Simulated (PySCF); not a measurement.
Structure problem from calculated spectra and properties.

Formula: C4H12OSSi.

* Rotational structure: rotational constants A, B, C: 4.654, 0.736, 0.707 GHz [GFN2-xTB]
* NMR, other nuclei: isotropic shieldings of nuclei other than C and H, by class: 286 (1 O), 364 (1 Si), 718 (1 S) ppm [GIAO PBE0/pcSseg-1]
* UV, strongest line: among the 8 lowest singlet transitions: S8 at 6.92 eV (179 nm, f = 0.054) [TDDFT B3LYP/def2-SVPD]
* UV, first state: lowest singlet excitation: 5.05 eV (245 nm, f = 0.002) [TDDFT B3LYP/def2-SVPD]
* 1H NMR: chemical shifts (computed TMS as zero) by class: 5.31 (2 H), 3.97 (1 H), 1.77 (3 H), 1.28 (6 H) ppm [GIAO PBE0/pcSseg-1]
* Triplet: lowest triplet excitation (Tamm–Dancoff): 4.82 eV [TDA B3LYP/def2-SVPD]
* 13C NMR: chemical shifts (computed TMS as zero) by class: 69.8 (1 C), 26.7 (2 C), 7.9 (1 C) ppm [GIAO PBE0/pcSseg-1]

Electronic properties: PySCF, gas phase, density fitting. Levels stand in brackets. The structure is a single GFN2-xTB conformer in the gas phase; no vibrational or solvent corrections. NMR values are class means; diastereotopic atoms form classes of their own.

Question: What is the compound? Reason from the data.

Answer: Numbering: `[CH3:1][S:2][SiH2:3][O:4][CH:5]([CH3:6])[CH3:7]`. Its formula, C4H12OSSi, gives 0 degrees of unsaturation, so no ring and no π bond. 4 carbons fall into 3 classes; from least to most shielded: sp3 carbon bound to oxygen [C5] (69.8 ppm), methyl carbon [C6/C7] (26.7 ppm, 2 C), S-methyl carbon [C1] (7.9 ppm). Hydrogen classes from least to most shielded: 2 H on an oxygen-bound silicon, Si3 (5.31 ppm), 1 H on an sp3 carbon bound to oxygen, C5 (3.97 ppm), 3 H on an S-methyl carbon, C1 (1.77 ppm), 6 H on 2 methyl carbons, C6/C7 (1.28 ppm, a mean of values up to 0.7 ppm apart in this geometry). The other shieldings belong to: 286 ppm, silyl ether oxygen [O4]; 364 ppm, oxygen-bound silicon [Si3]; 718 ppm, sulfur bonded to C and Si [S2]. S1 is mainly HOMO→LUMO (weight 0.97); the largest Löwdin shares of the orbital it empties are 0.71 on the sulfur bonded to C and Si, 0.10 on the S-methyl carbon and 0.09 on the oxygen-bound silicon, of the orbital it fills 0.26 on the sulfur bonded to C and Si, 0.23 on the oxygen-bound silicon, 0.09 on the S-methyl carbon and 0.08 on an Si–H hydrogen. The optimised geometry has point group C1 and is an asymmetric top. Structure: `CC(C)O[SiH2]SC`. Computed isomers that give other values at the same levels: `CCC[Si@@H](S)OC` (13C chemical shifts (computed TMS as zero) by class: 52.7 (1 C), 23.2 (1 C), 21.4 (1 C), 18.2 (1 C) ppm). The assignments are read from this structure; whether some other isomer fits the data as well wasn't checked.

Shape of the structure used: `[CH3:1][S:2][SiH2:3][O:4][CH:5]([CH3:6])[CH3:7]`: C1–S2–Si3–O4 179°, S2–Si3–O4–C5 177°, Si3–O4–C5–C6 144°.
